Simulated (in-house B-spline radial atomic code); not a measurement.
A radial electron density 4πr²n(r) was computed for an atom or ion in its tabulated ground configuration with an all-electron radial atomic-structure program (B-spline basis); method: non-relativistic LC-wPBE, spin-polarised, spherical fractional occupations, exact exchange averaged over the configuration. Columns: r (bohr), 4πr²n(r) (electrons per bohr), bar.

```
 0.00173    1.162 #
 0.00211     1.68 #
 0.00256    2.392 ##
 0.00311     3.39 ###
 0.00377    4.744 ####
 0.00458    6.595 #####
 0.00557    9.065 #######
 0.00676    12.23 ##########
 0.00821    16.21 #############
 0.00997    20.99 #################
  0.0121    26.44 #####################
  0.0147    32.27 ##########################
  0.0179    37.92 ##############################
  0.0217     42.4 ##################################
  0.0263    45.03 ####################################
   0.032    45.23 ####################################
  0.0388    43.14 ###################################
  0.0472    39.93 ################################
  0.0573    37.83 ##############################
  0.0696    38.98 ###############################
  0.0845    44.01 ###################################
   0.103     50.9 #########################################
   0.125    54.89 ############################################
   0.151    52.56 ##########################################
   0.184       44 ###################################
   0.223    35.06 ############################
   0.271    31.69 #########################
   0.329    34.89 ############################
     0.4    38.76 ###############################
   0.486    36.47 #############################
    0.59    27.38 ######################
   0.716    16.52 #############
    0.87    8.803 #######
    1.06    5.171 ####
    1.28    3.674 ###
    1.56    2.346 ##
    1.89    1.114 #
     2.3   0.3424 
    2.79  0.06623 
    3.39 0.007071 
    4.12 0.0003833 
       5 9.035e-06
```

Task: Which atom or ion is it?
A. Kr6+
B. Zr7+
C. Rb6+
D. Rb7+

Result: C. The area under the curve, ∫4πr²n dr = ∫r·4πr²n d(ln r) on this logarithmic grid, is 31 electrons, which only this option has. The configuration is [Ar] 3d10 4s2 4p1.
